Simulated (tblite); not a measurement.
C₉H₁₄.
Bonds: C1–C2 (double), C2–C3, C3–C4 (double), C4–C5, C5–C6, C6–C7, C7–C8, C8–C9, C3–C9. Hydrogens: H10, H11 on C1; H12 on C2; H13 on C4; H14, H15 on C5; H16, H17 on C6; H18, H19 on C7; H20, H21 on C8; H22, H23 on C9.

Computed with GFN2-xTB (tblite), gas phase: L-BFGS steps from a force-field or distance-geometry start until the largest atomic force falls under 0.01 eV/Å.

Geometry at step 24:
```
atom  x, y, z in Å
C1      3.3002   -0.8953    0.2186
C2      2.5097    0.0751   -0.2285
C3      1.0503    0.1425   -0.1726
C4      0.4762    1.2560   -0.6409
C5     -0.9702    1.6300   -0.6105
C6     -1.7380    1.0410    0.5720
C7     -2.1926   -0.3968    0.3227
C8     -1.0771   -1.3157   -0.1974
C9      0.3002   -1.0282    0.4126
H10     2.9258   -1.8376    0.5831
H11     4.3763   -0.8081    0.2001
H12     2.9815    0.9579   -0.6486
H13     1.1283    2.0188   -1.0539
H14    -1.0177    2.7228   -0.5702
H15    -1.4656    1.3074   -1.5325
H16    -1.1143    1.0814    1.4671
H17    -2.6108    1.6712    0.7643
H18    -3.0232   -0.4002   -0.3914
H19    -2.5831   -0.7813    1.2685
H20    -1.0194   -1.2592   -1.2886
H21    -1.3489   -2.3486    0.0488
H22     0.1956   -0.8875    1.4926
H23     0.9121   -1.9186    0.2678
```

Question: Give the atomic forces at this geometry.

Answer: 
| atom | Fx (eV/Å) | Fy (eV/Å) | Fz (eV/Å) |
| --- | --- | --- | --- |
| C1 | 0.015 | -0.131 | -0.098 |
| C2 | 0.049 | 0.014 | 0.094 |
| C3 | 0.057 | -0.097 | -0.166 |
| C4 | 0.014 | 0.003 | 0.062 |
| C5 | -0.001 | -0.010 | -0.018 |
| C6 | 0.023 | 0.053 | -0.017 |
| C7 | -0.015 | 0.066 | 0.060 |
| C8 | -0.090 | 0.085 | 0.046 |
| C9 | -0.013 | -0.040 | -0.016 |
| H10 | 0.008 | 0.074 | 0.167 |
| H11 | -0.112 | 0.018 | -0.108 |
| H12 | -0.051 | 0.000 | 0.095 |
| H13 | -0.064 | -0.034 | -0.029 |
| H14 | -0.094 | -0.054 | -0.035 |
| H15 | 0.051 | 0.100 | -0.058 |
| H16 | 0.029 | 0.017 | -0.042 |
| H17 | -0.052 | -0.108 | 0.004 |
| H18 | 0.098 | -0.002 | 0.028 |
| H19 | 0.032 | -0.095 | -0.017 |
| H20 | 0.091 | 0.107 | 0.104 |
| H21 | 0.021 | 0.083 | -0.041 |
| H22 | 0.002 | -0.012 | -0.002 |
| H23 | 0.003 | -0.034 | -0.012 |

The largest, 0.20 eV/Å, acts on C3; the rms over all components is 0.066 eV/Å. The forces sum to zero within rounding, as they must for an isolated molecule in no field.

Question: Give the force on C3 in Eh/bohr and in nN.

Answer: 0.201 eV/Å ÷ 51.422 = 0.00390 Eh/bohr, and 0.201 eV/Å × 1.602 = 0.32 nN.

Question: How far is this geometry from the end of the optimisation?

Answer: 0.049 eV above it, and 0.136 Å rms away after alignment. The bonds farthest from their final lengths, with half the difference of the two atoms' forces along the bond (positive lengthens):

```tsv
bond	now (Å)	final (Å)	force along bond (eV/Å)
C7–C8	1.536	1.527	-0.03
C8–C9	1.534	1.529	+0.01
C4–C5	1.494	1.498	0.00
C8–H21	1.096	1.093	-0.02
C1–H11	1.080	1.077	-0.06
C2–C3	1.462	1.459	-0.01
```

The angle farthest from its final value is C3–C9–C8, 116.0° against 113.6°.

The cost below is that of the whole relaxation. Time: 1.1 s wall. Hardware: one thread of an Arm Neoverse N1, no GPU, shared host with 64 logical CPUs at a one-minute load of 55.
